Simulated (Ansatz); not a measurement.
Reaction (cleavage of the Al–Si bond): `F[SiH](F)[AlH2]` + `N[SiH3]` → `[AlH2][NH][SiH3]` + `F[SiH2]F`

Program: Ansatz. Geometries: PBE0-D4/def2-TZVP. ΔE: electronic, gas phase. CBS: MP2 limit from def2 TZ/QZ plus the TZ coupled-cluster correction, frozen cores. This one scheme is used for every species. DFT in def2-TZVPP.

**Question.** Is it downhill or uphill in electronic energy at CCSD(T)/CBS, and by how much? (An estimate is asked.)

**Answer.** The calculation gave: Downhill: ΔE = -30.8 kcal/mol.

**Question.** What do these levels give: B97M-V, PBE0, r2SCANh, BHLYP, CCSD/def2-SVP, CCSD(T)/def2-TZVPP? (Estimate.)

**Answer.** Ansatz gave: B97M-V -30.8, PBE0 -26.5, r2SCANh -30.1, BHLYP -30.6, CCSD/def2-SVP -33.0, CCSD(T)/def2-TZVPP -31.4 kcal/mol.

Largest T1 diagnostic among the species: 0.012.

From PBE to PBE0 (25 % exact exchange), in def2-TZVPP and without D4, ΔE moves by −1.3 kcal/mol. Leaving LDA and LC-ωPBE aside and taking each functional with its dispersion term where it has one, the values, not all of them listed here, spread over 5.5 kcal/mol, from B2PLYP to PBE-D4. LDA lies −1.7 kcal/mol from PBE without D4. At CCSD(T), def2-SVP lies −2.4 kcal/mol from the extrapolated value and def2-TZVPP −0.6 kcal/mol.
